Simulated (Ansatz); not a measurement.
Compare A (`BN(B)[SiH2]C`) with its isomer B (`BB(N)C[SiH3]`).

Gas-phase electronic energies from Ansatz, PBE0-D4/def2-TZVP geometries. CBS: MP2 limit from def2 TZ/QZ plus the TZ coupled-cluster correction, frozen cores. DFT in def2-TZVPP. B3LYP here is the variant with VWN-RPA as its local correlation; programs differ in this. Each species was taken in one conformer, which may not be the lowest.

**Question.** Which is lower in electronic energy at CCSD(T)/CBS, and by how much? (Best estimate.)

**Answer.** Computed: A, by 37.1 kcal/mol.

**Question.** Give E(B) − E(A) in kcal/mol with CCSD(T)/def2-TZVPP, B2PLYP, B3LYP, MP2/def2-TZVPP, ωB97M-V, BLYP-D4, LDA (SPW92). (Estimate.)

**Answer.** Computed: CCSD(T)/def2-TZVPP 37.0, B2PLYP 37.4, B3LYP 35.8, MP2/def2-TZVPP 38.9, ωB97M-V 36.9, BLYP-D4 35.2, LDA (SPW92) 32.5. None reverses the order clearly.

**Question.** Does the order hold for the free energy at 298.15 K (harmonic terms from PBE0-D4)? (Estimate.)

**Answer.** Ansatz gave: Yes: G(B) − G(A) = +36.1 kcal/mol, for one conformer each. Modes under 60 cm⁻¹, often nearly free rotors, make the harmonic entropy too high.

Largest T1 diagnostic: 0.012.

In def2-TZVPP, CCSD(T) changes the Hartree–Fock value by −3.1 kcal/mol (the triples alone add −0.1 kcal/mol) and MP2 by −1.2 kcal/mol. From PBE to PBE0 (25 % exact exchange), in def2-TZVPP and without D4, E(B) − E(A) moves by +1.7 kcal/mol.
